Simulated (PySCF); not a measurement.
**Magnetisability: SMILES CC(C)c1c[p-]cp1, [C₆H₉P₂]-, charge -1**

Geometry:
| atom | x (Å) | y (Å) | z (Å) |
| --- | --- | --- | --- |
| C1 | -1.481 | -1.238 | 0.182 |
| C2 | -0.621 | -0.307 | -0.675 |
| C3 | -1.368 | 0.996 | -0.966 |
| C4 | 0.708 | -0.038 | -0.012 |
| C5 | 0.827 | 0.572 | 1.212 |
| P6 | 2.426 | 0.811 | 1.860 |
| C7 | 3.196 | 0.082 | 0.497 |
| P8 | 2.211 | -0.511 | -0.791 |
| H9 | -2.422 | -1.473 | -0.320 |
| H10 | -1.705 | -0.769 | 1.138 |
| H11 | -0.946 | -2.165 | 0.375 |
| H12 | -0.419 | -0.808 | -1.631 |
| H13 | -0.768 | 1.633 | -1.614 |
| H14 | -2.323 | 0.797 | -1.457 |
| H15 | -1.560 | 1.537 | -0.041 |
| H16 | -0.036 | 0.901 | 1.783 |
| H17 | 4.275 | -0.005 | 0.450 |

Total charge -1.

Computed, not measured: GIAO PBE/aug-pcSseg-1 magnetisability, rotational g tensor and spin-rotation constants, non-relativistic, gas phase in PySCF. Geometry: GFN2-xTB.

For an ion the centre-of-mass motion in the field is neglected.

(1) How diamagnetic is it, and how anisotropic?

(2) Split it along the inertial axes a, b, c into diamagnetic and paramagnetic parts about the centre of mass, with the quadrupole moment.

(3) And the rotational g tensor?

Answers

(1) Isotropic -1698 × 10⁻³⁰ J/T², or -102.2 × 10⁻⁶ cm³/mol; principal values -2455, -1379, -1258 × 10⁻³⁰ J/T², anisotropy 1142 × 10⁻³⁰ J/T² (root of half the summed squared differences of the principal values). The susceptibility is in cgs units.

(2) 
```csv
axis,χ (10⁻⁶ cm³/mol),diamagnetic (10⁻⁶ cm³/mol),paramagnetic (10⁻⁶ cm³/mol),summed x² of all electrons (Å²),quadrupole Θ (D Å)
a,-79.6,-613.3,533.7,267.7,-6.61
b,-79.2,-1349.9,1270.7,94.1,-2.02
c,-147.9,-1534.9,1387.0,50.5,+8.64
```
Anisotropies 2χaa − χbb − χcc = +68.0 and 2χbb − χaa − χcc = +68.9 × 10⁻⁶ cm³/mol. Θ is traceless in Buckingham's convention.

(3) 
| axis | rotational constant (GHz) | g | nuclear part | electronic part |
| --- | --- | --- | --- | --- |
| a | 2.5306 | -0.0715 | 0.5630 | -0.6345 |
| b | 1.0153 | -0.0301 | 0.5760 | -0.6061 |
| c | 0.8569 | -0.0003 | 0.5580 | -0.5584 |

Asymmetric top; isotopes 12C, 1H, 31P; no vibrational averaging.
